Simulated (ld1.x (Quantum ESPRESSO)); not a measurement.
# Which change was made? (Bi, TM)

bismuth, norm-conserving Troullier–Martins (Kleinman–Bylander form), made with ld1.x (Quantum ESPRESSO) 7.5 (PBE, scalar-relativistic). Core [Xe] 4f14, reference 5d10 6s2 6p3. Waves: 6p (bound): rc 2.50 bohr; 5d (bound): rc 1.35 bohr; 6s (bound): rc 2.00 bohr. Local part: the s channel. Core correction: Bessel-smoothed model core inside 0.70 bohr.

Cutoffs, loose and tight: the cutoffs (Ry, on a coarse ladder) from which the occupation-weighted sum of valence levels, in a spherical-Bessel basis at the reference potential, stays within 10 and 1 mRy of its value at 400 Ry. They do not see the model core or the augmentation charge, which bear on the density cutoff. Test errors are all-electron minus pseudo excitation energies from the reference, over the configurations 5d10 6s2 6p2; 5d10 6s2 6p1; 5d10 6s2 6p0; 5d10 6s1 6p3; 5d10 6s1 6p0; 5d10 6s1 6p4; 5d10 6s2 6p2.5; variants that change the core or the reference have their own tests.

The base gives: outcome: generated; cutoff, loose: 70 Ry; cutoff, tight: 100 Ry; bound ghosts: none; largest test error (meV): -72.

Task: After one change the result is: outcome: generated; cutoff, loose: 70 Ry; cutoff, tight: 100 Ry; bound ghosts: none; largest test error (meV): -44. Which change was it?
A. all radii but the core radius scaled by about 1.26 (s 2.52, p 3.16, d 1.70 bohr)
B. wave 5d (bound): rc 1.35 bohr becomes 5d (bound): rc 1.04 bohr
C. wave 6p (bound): rc 2.50 bohr becomes 6p (bound): rc 2.76 bohr
D. wave 6p (bound): rc 2.50 bohr becomes 6p (bound): rc 3.10 bohr
E. wave 6s (bound): rc 2.00 bohr becomes 6s (bound): rc 2.94 bohr

Result: E. The others give: wave 5d (bound): rc 1.35 bohr becomes 5d (bound): rc 1.04 bohr → outcome: generated; cutoff, loose: 90 Ry; cutoff, tight: 200 Ry; bound ghosts: none; largest test error (meV): -71 | all radii but the core radius scaled by about 1.26 (s 2.52, p 3.16, d 1.70 bohr) → outcome: generated; cutoff, loose: 60 Ry; cutoff, tight: 90 Ry; bound ghosts: none; largest test error (meV): -168 | wave 6p (bound): rc 2.50 bohr becomes 6p (bound): rc 3.10 bohr → outcome: generated; cutoff, loose: 70 Ry; cutoff, tight: 100 Ry; bound ghosts: none; largest test error (meV): -167 | wave 6p (bound): rc 2.50 bohr becomes 6p (bound): rc 2.76 bohr → outcome: generated; cutoff, loose: 70 Ry; cutoff, tight: 100 Ry; bound ghosts: none; largest test error (meV): -92.
